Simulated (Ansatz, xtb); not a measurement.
Species: GeCl$_{2}$ (charge -1, doublet). 
Geometry from a B3LYP-D3(BJ)/def2-TZVP (Ansatz, an electronic-structure program) optimisation:
```xyz
3

Ge     0.0004    -0.0020     0.7835
Cl     1.1892     1.3657    -0.7345
Cl    -1.1900    -1.3619    -0.7403
```
Charge -1, spin multiplicity 2.

Harmonic wavenumbers from GFN2-xTB (xtb, at its own minimum), cm⁻¹: 82, 210, 273.

Q: Give the harmonic wavenumbers at B3LYP-D3(BJ)/def2-TZVP (Ansatz, finite differences of forces, unscaled).

A: 113, 261, 295 cm⁻¹. Zero-point energy 1.0 kcal/mol.

Q: From these and the geometry, give the ideal-gas thermochemistry at 298.15 K and 1 atm (rigid rotor, harmonic oscillator).

A: Point group C2v, rotational symmetry number 2. Rotational constants 6.09, 2.176, 1.603 GHz. S(trans) 40.80, S(rot) 25.74, S(vib) 6.31, S(elec, spin only) 1.38, S 74.2 cal/(mol K). H(298) - H(0) 3.38 kcal/mol; G - E(el) -17.8 kcal/mol.
